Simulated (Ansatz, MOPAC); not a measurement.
Donor–acceptor adduct: H3In (SMILES [InH3]) (first 4 atoms) with NH3 (SMILES N); geometry from B3LYP-D3(BJ)/def2-TZVP, rigid monomers moved along the line of their centres of mass till In1···N5 is 4.37 Å.
(charge 0, multiplicity 1):
```xyz
8

In     0.64108     0.57158     0.73562
H      1.70574    -0.78813     0.51287
H     -0.75054     0.73073    -0.29877
H      1.23789     1.98049     1.56671
N     -1.51778    -1.09338     4.15409
H     -2.22747    -0.44663     4.48068
H     -0.88356    -1.28126     4.92290
H     -1.97469    -1.96290     3.90159
```

Counterpoise-corrected where a basis set is named; no monomer relaxation.

The state reached by PM3, PM7 isn't checked; PM7 holds dispersion and hydrogen-bond terms.

The values were computed with Ansatz (Gaussian orbitals); MOPAC for PM3, PM7 (differences of heats of formation). Values without a source in brackets are computed. In def2 rows elements past Kr take small-core potentials, without spin–orbit coupling.

**Question.** One of these levels gives -12.4 kJ/mol for the interaction energy. Name it.
(A) PM7
(B) HF/def2-TZVPPD
(C) PM3

**Answer.** B, HF/def2-TZVPPD. The others give 1.4 (PM3), -9.7 (PM7)

Ansatz is a first-principles code.
